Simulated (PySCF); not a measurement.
PySCF input file for Al(GeH3)(H)(Me) (CH7AlGe), SMILES [CH3][AlH][GeH3], PBE/pcSseg-1. The structure is a stationary point at PBE-D3(BJ)/def2-SVP. The structure was generated by enumeration; whether it is a known compound was not checked.

```python
import numpy as np
from pyscf import gto, scf, dft
from pyscf.prop.nmr import rks as nmr

mol = gto.M(
    atom='''
    Al   -1.25846757    0.29739655   -0.43656965
    Ge    0.85330184   -0.64141419    0.48503195
    H     1.25334812   -1.97975346   -0.20642169
    H     2.08349105    0.30333875    0.35094087
    H     0.72961908   -0.98251618    2.00103318
    H    -2.58360506   -0.60927585   -0.36981988
    C    -1.36451160    2.09169408   -1.23446900
    H    -2.11582491    2.70959433   -0.69515819
    H    -1.72261144    2.02511000   -2.28540913
    H    -0.40292798    2.64243661   -1.23396798
    ''',
    basis='pcSseg-1',
    charge=0,
    spin=0,
    max_memory=1600,
    verbose=3,
)
mf = dft.RKS(mol, xc='pbe')
mf.grids.level = 3
mf.conv_tol = 1e-10
mf.max_cycle = 100
mf.kernel()
n = nmr.NMR(mf)
n.verbose = 2
n.max_cycle_cphf = 60
sigma = n.kernel()
print('atom   isotropic/ppm   span/ppm')
for i, s in enumerate(sigma):
    w = np.linalg.eigvalsh((s + s.T) / 2)
    print(f'{mol.atom_symbol(i):2s}{i + 1:3d} {w.mean():14.3f} {w[2] - w[0]:11.3f}')
```

Program output:

```
converged SCF energy = -2360.99416299376
atom   isotropic/ppm   span/ppm
Al  1        198.445     289.381
Ge  2       1687.173      64.142
H   3         27.725      16.313
H   4         27.782      16.269
H   5         27.728      16.285
H   6         24.704       4.867
C   7        178.053      33.431
H   8         30.787      10.002
H   9         30.793      10.005
H  10         30.243       8.913
```

The calculation finished and met its thresholds.

Cost: roughly 29 core-seconds.
